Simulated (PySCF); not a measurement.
C4H6ClF, SMILES F/C(=C(\Cl)C)C.

Geometry: B3LYP-D3(BJ)/def2-SVP.

Computed with SMD-B3LYP/6-31G* (PySCF).

Solvation free energies are E(SMD) − E(gas) at the gas-phase geometry, for 1 M in both phases. In vacuum the dipole moment is 2.95 D.

Computed solvation free energies in water, ethanol, ethylethanoate:
| solvent | ΔG(solv) (kcal/mol) | its non-electrostatic (CDS) part | dipole (D) |
|---|---|---|---|
| water | -0.4 | 3.7 | 3.89 |
| ethanol | -4.6 | -0.6 | 3.85 |
| ethylethanoate | -4.3 | -1.1 | 3.67 |
